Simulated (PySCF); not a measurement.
NMR data simulated for an unnamed compound:

¹H NMR (400 MHz, computed): δ 6.83 (m, 1H), 5.17 (m, 1H), 4.64 (m, 2H), 3.08 (s, 1H).

¹³C{¹H} NMR (computed): δ 178.1 (C), 146.5 (CH), 143.8 (C), 99.7 (CH), 95.1 (CH), 82.5 (C).

Method: geometry: GFN2-xTB, NMR shieldings at PBE0/pcSseg-1/GIAO, in PySCF 2.14 (rapidly exchanging positions averaged, relativity neglected, one computed conformer, no solvent model).

Referencing at the same level of theory: ¹H (σref 31.72), ¹³C (σref 186.93) vs TMS.

Q: Which of these does the molecule contain: a non-aromatic C=C double bond, a tert-butyl group, a benzene ring, a C≡C triple bond, a CF3 group, a Si–H bond?

A: 
- A non-aromatic C=C double bond: yes.
- A tert-butyl group: no.
- A benzene ring: no.
- A C≡C triple bond: yes (δC 95.1, 82.5; δH 3.08 (s)).
- A CF3 group: no.
- A Si–H bond: yes (δH 4.64 (m)).

The data belong to SMILES [SiH2]1C=C(C#C)C(F)=C1, C6H5FSi; they needn't prove each group on their own.

Carbon signals by region: 1 in the far downfield region (above 160 ppm), 2 in the sp2 and nitrile region (100–160 ppm), 3 at 50–100 ppm. Above 160 ppm: 178.1, fully substituted alkene carbon.

Splittings by ¹⁹F in the carbon and heteronuclear signals aren't shown, as no couplings were computed. Shifts are as computed. Against solution values, carbons near 30 ppm lie about +3 ppm off and those near 130 ppm about +5 ppm. Of 1211 compounds with measured shifts, 218 miss one by over three times the rms of a fit or turn the order of signals round; such compounds aren't used in these exercises. Multiplicities follow the n + 1 count of equivalent neighbours, as no J values were calculated; m marks all less simple cases, F and P coupling included.
